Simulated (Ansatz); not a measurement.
A nudged elastic band was laid between two geometries of CH2BBrSi (6 atoms, charge 0, multiplicity 1).

Level of theory: RHF/def2-SVP (Ansatz 0.2.0).

* movable images: 9
* climbing image: yes
* spring: 5.0 eV/Å²
* optimiser: quadratic models (default)
* start path: through a guess of the saddle point
* force threshold: 0.05 eV/Å
* iteration limit: 60
* end points: relaxed

Initial state:

```xyz
6
Properties=species:S:1:pos:R:3
B 0.708 -2.507 0.989
C 0.470 -1.080 0.495
Si -0.036 0.564 -0.167
Br -2.059 0.656 -1.110
H 0.955 0.900 -1.201
H -0.038 1.467 0.994
```

Final state:

```xyz
6
Properties=species:S:1:pos:R:3
B -0.014 -1.776 1.176
C 0.516 -0.434 0.720
Si -0.200 0.505 -0.504
Br -1.993 -0.066 -1.620
H 0.280 1.806 -0.971
H 1.411 -0.035 1.198
```

Problem. Which bonds break or form, and what moves?

Solution. Bonds broken: Si3–H6. Bonds formed: C2–H6.

Problem. What energy profile does the band end with?

Solution. It converged. The highest image is number 3 of 0 to 10, 0.176 eV above the first end and 2.656 eV above the last; the last end lies 2.480 eV below the first. A vibrational analysis at the climbing image gives one clearly imaginary mode, 569i cm⁻¹: a first-order saddle point. The orbitals stay closed-shell, which can raise the energy where a bond breaks towards radicals; this wasn't checked here.

```json
{"image": "0", "path coordinate (Å)": "0.00", "energy (eV)": "0.000", "Si3–H6 (Å)": "1.47", "C2–H6 (Å)": "2.64"}
{"image": "1", "path coordinate (Å)": "0.37", "energy (eV)": "0.009", "Si3–H6 (Å)": "1.48", "C2–H6 (Å)": "2.52"}
{"image": "2", "path coordinate (Å)": "0.75", "energy (eV)": "0.083", "Si3–H6 (Å)": "1.48", "C2–H6 (Å)": "2.29"}
{"image": "3", "path coordinate (Å)": "1.12", "energy (eV)": "0.176", "Si3–H6 (Å)": "1.53", "C2–H6 (Å)": "1.92"}
{"image": "4", "path coordinate (Å)": "1.50", "energy (eV)": "-0.214", "Si3–H6 (Å)": "1.65", "C2–H6 (Å)": "1.47"}
{"image": "5", "path coordinate (Å)": "1.89", "energy (eV)": "-1.096", "Si3–H6 (Å)": "1.90", "C2–H6 (Å)": "1.15"}
{"image": "6", "path coordinate (Å)": "2.27", "energy (eV)": "-1.497", "Si3–H6 (Å)": "2.09", "C2–H6 (Å)": "1.10"}
{"image": "7", "path coordinate (Å)": "2.65", "energy (eV)": "-1.912", "Si3–H6 (Å)": "2.21", "C2–H6 (Å)": "1.09"}
{"image": "8", "path coordinate (Å)": "3.03", "energy (eV)": "-2.231", "Si3–H6 (Å)": "2.29", "C2–H6 (Å)": "1.09"}
{"image": "9", "path coordinate (Å)": "3.41", "energy (eV)": "-2.418", "Si3–H6 (Å)": "2.35", "C2–H6 (Å)": "1.09"}
{"image": "10", "path coordinate (Å)": "3.79", "energy (eV)": "-2.480", "Si3–H6 (Å)": "2.40", "C2–H6 (Å)": "1.09"}
```

Problem. What is the geometry of the highest image?

Solution. 
```xyz
6
Properties=species:S:1:pos:R:3:forces:R:3
B 0.624 -2.147 1.382 0.00 0.01 -0.01
C 0.501 -1.029 0.353 0.00 -0.01 0.01
Si -0.026 0.458 -0.413 0.00 0.00 0.00
Br -2.092 0.756 -1.150 0.00 0.00 0.00
H 0.867 1.253 -1.257 0.00 0.00 0.00
H 0.127 0.709 1.086 0.00 0.00 0.00
```

Problem. What are the harmonic wavenumbers there?

Solution. 569i, 60, 236, 261, 445, 569, 732, 872, 921, 1349, 2131, 2431 cm⁻¹.

Time of the run: 4.3 min on 1 thread of Arm Neoverse V1 (shared host), peak memory 0.21 GiB.
